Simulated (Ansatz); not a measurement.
Cost and result for the atomization energy of CH$_{4}$FGaInN (`N=[C]([InH2])[GaH][F]`) (9 atoms, 8 bonds).

```xyz
9

N     0.7212   -0.8659    0.6309
C     0.0092   -0.0195   -0.0097
In   -0.2122    1.2060    1.7729
Ga   -0.3863   -0.3116   -1.9352
F     0.4025   -1.8238   -2.4154
H     1.0597   -1.6756    0.0992
H    -1.4800    0.7559    2.8394
H     1.0598    2.3169    2.0819
H    -1.1739    0.4176   -3.0640
```

The species carries charge 0 and has multiplicity 1. Correlated methods include outer-core shells of Ga, In, which these sets cover unevenly. Scalar relativity is left out up to krypton. In takes the def2 core potential. The structure was optimised at the PBE0-D4/def2-TZVP level. It is one conformer, not always the lowest. Program: Ansatz. All runs use 4 threads of an Arm Neoverse V1 on a shared host. Times are those of one run each, without the atoms' runs, and a repeat can differ threefold. Electronic energies, without spin–orbit coupling; frozen cores. CCSD(T)/CBS adds CCSD(T) − MP2 in def2-TZVPP to the MP2 limit, and its time is that of the two runs behind it. T1 = 0.016. With those shells the extrapolation isn't a true limit.

CCSD(T)/CBS is a level of theory with its own doubt, some kJ/mol a heavy atom from the limit and from the frozen cores, so smaller differences don't rank the functionals.

```json
{"level": "LDA (SPW92)/def2-TZVPP", "functions": "247", "wall time": "1.6 s"}
{"level": "revPBE-D4/def2-TZVPP", "functions": "247", "wall time": "2.7 s"}
{"level": "BLYP-D4/def2-TZVPP", "functions": "247", "wall time": "2.9 s"}
{"level": "PBE-D4/def2-TZVPP (with forces)", "functions": "247", "wall time": "3.2 s"}
{"level": "BHLYP-D4/def2-TZVPP", "functions": "247", "wall time": "4.7 s"}
{"level": "CAM-B3LYP-D4/def2-TZVPP", "functions": "247", "wall time": "5.5 s"}
{"level": "r2SCAN-D4/def2-TZVPP (with forces)", "functions": "247", "wall time": "6.5 s"}
{"level": "r2SCANh-D4/def2-TZVPP", "functions": "247", "wall time": "7 s"}
{"level": "PBE-QIDH/def2-TZVPP", "functions": "247", "wall time": "8.5 s"}
{"level": "CCSD(T)/def2-SVP", "functions": "120", "wall time": "16 s"}
{"level": "MP2/def2-QZVPP", "functions": "462", "wall time": "35 s"}
{"level": "CCSD(T)/def2-TZVPP", "functions": "247", "wall time": "6.1 min"}
{"level": "CCSD(T)/CBS(def2)", "functions": "–", "wall time": "6.7 min"}
```

Question: What atomization energy does each give, and how far from CCSD(T)/CBS? (An estimate is asked.)

Answer: Computed: 
| level | atomization (kJ/mol) | difference from CCSD(T)/CBS | per bond |
| --- | --- | --- | --- |
| LDA (SPW92)/def2-TZVPP | 3094.9 | 452.0 | 56.5 |
| revPBE-D4/def2-TZVPP | 2606.4 | -36.5 | -4.6 |
| BLYP-D4/def2-TZVPP | 2625.9 | -17.0 | -2.1 |
| PBE-D4/def2-TZVPP (with forces) | 2695.1 | 52.2 | 6.5 |
| BHLYP-D4/def2-TZVPP | 2500.2 | -142.7 | -17.8 |
| CAM-B3LYP-D4/def2-TZVPP | 2637.7 | -5.2 | -0.7 |
| r2SCAN-D4/def2-TZVPP (with forces) | 2637.3 | -5.6 | -0.7 |
| r2SCANh-D4/def2-TZVPP | 2605.9 | -37.0 | -4.6 |
| PBE-QIDH/def2-TZVPP | 2597.9 | -45.0 | -5.6 |
| CCSD(T)/def2-SVP | 2459.8 | -183.1 | -22.9 |
| MP2/def2-QZVPP | 2661.7 | 18.8 | 2.4 |
| CCSD(T)/def2-TZVPP | 2571.3 | -71.6 | -8.9 |
| CCSD(T)/CBS(def2) | 2642.9 | 0.0 | 0.0 |

From r2SCAN to r2SCAN0 (25 % exact exchange), in def2-TZVPP and without D4, the atomization energy moves by −76.6 kJ/mol: exact exchange takes away binding that semilocal exchange gives to molecules. At CCSD(T), def2-SVP lies −183.1 kJ/mol from the extrapolated value and def2-TZVPP −71.6 kJ/mol: correlation converges slowly with the basis, and small sets miss more of it in the bonded molecule than in its fragments. In def2-TZVPP, CCSD(T) changes the Hartree–Fock value by +855.4 kJ/mol (the triples alone add +61.7 kJ/mol) and MP2 by +902.6 kJ/mol; breaking electron pairs costs correlation energy, which Hartree–Fock lacks.

Spin–orbit coupling would lower the free In atoms strongly, and the atomization energy with them, by more than many differences here.
